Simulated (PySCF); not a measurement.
C4H7FO4.
Geometry (GFN2-xTB, Å), atoms numbered from 1 in this order:
```xyz
16
C4H7FO4 angstrom
O      2.7823   -0.2960    0.5475
C      1.7316   -1.0418    0.0238
C      0.3675   -0.3764    0.2556
F      0.0615   -0.4072    1.6187
O      0.4439    0.9492   -0.1184
C     -0.8198    1.5820   -0.0853
O     -1.7570    0.8819   -0.8429
C     -1.8583   -0.4284   -0.3760
O     -0.6045   -1.0842   -0.4071
H      2.6959    0.6171    0.2453
H      1.7302   -2.0108    0.5251
H      1.8253   -1.1907   -1.0606
H     -0.6867    2.5637   -0.5403
H     -1.1536    1.6732    0.9635
H     -2.2554   -0.4457    0.6544
H     -2.5103   -0.9770   -1.0557
```

NICS = −σ at a ghost point: NICS(0) at the centroid of the ring atoms, NICS(1) 1 Å to either side along the normal of their mean plane, zz for the tensor component along that normal. Level: GIAO PBE0/pcSseg-1 (PySCF, non-relativistic, gas phase) on the GFN2-xTB geometry, one conformer.

Ring bond lengths (Å), with Mayer bond orders in brackets: C3–O5 1.379 (1.00), O5–C6 1.414 (0.91), C6–O7 1.394 (0.97), O7–C8 1.395 (0.97), C8–O9 1.415 (0.92), O9–C3 1.373 (1.01).

**Question.** What do the NICS probes read (ppm)?

**Answer.** 
```csv
ring,type,NICS(0),"NICS(1), two faces","NICS(1)zz, two faces",rms pucker (Å),"centre to ring atoms, mean (Å)"
C3–O5–C6–O7–C8–O9,6-membered ring with 3 O; formal bonds all single,-2.0,-0.7 / -0.9,3.5 / 3.5,0.21,1.35
```

**Question.** What can be read from them?

**Answer.** 
- C3–O5–C6–O7–C8–O9: mean NICS(1)zz 3.5 ppm, deshielded. C3, C6, C8 have four or more neighbours, and the NICS criterion for π rings isn't applied. A hydrogen on C6, outside the ring, lies only 1.44 Å from a NICS(1) probe, which then mostly feels that atom.

**Question.** What field does 9.4 T along the ring normal induce along that normal at the second NICS(1) probe listed for ring C3–O5–C6–O7–C8–O9, 1 Å off the ring?

**Answer.** NICSzz × B0 = 3.5 ppm × 9.4 T = 33 μT, along the applied field.
